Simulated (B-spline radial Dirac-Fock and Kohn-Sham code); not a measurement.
## What relativity does to the binding energies of Pt⁵²⁺

System: the Pt⁵²⁺ ion, configuration [Ar] 3d8.

Both columns are ΔSCF binding energies of the configuration average from a B-spline atomic structure program: non-relativistic Hartree-Fock with a point nucleus, and Dirac-Fock with a finite nucleus and the Coulomb interaction alone, averaged over the two j levels with weights 2j+1.

```
shell  Hartree-Fock (eV)  Dirac-Fock (eV)  shift (eV)  shift (%)
   1s            74729.1          81955.9    +7226.83      +9.67
   2s            15026.6          17005.9    +1979.24     +13.17
   2p            14551.5          15248.4     +696.88      +4.79
   3s             5588.9           6138.9     +550.03      +9.84
   3p             5374.2           5605.6     +231.49      +4.31
   3d             5008.9           5026.0      +17.05      +0.34
```

Relativity binds 1s, 2s, 2p, 3s, 3p, 3d more strongly, among those listed most of all 2s in relative terms.

Values without a named source are computed, but for edge energies of neutral atoms, which are taken from tables.
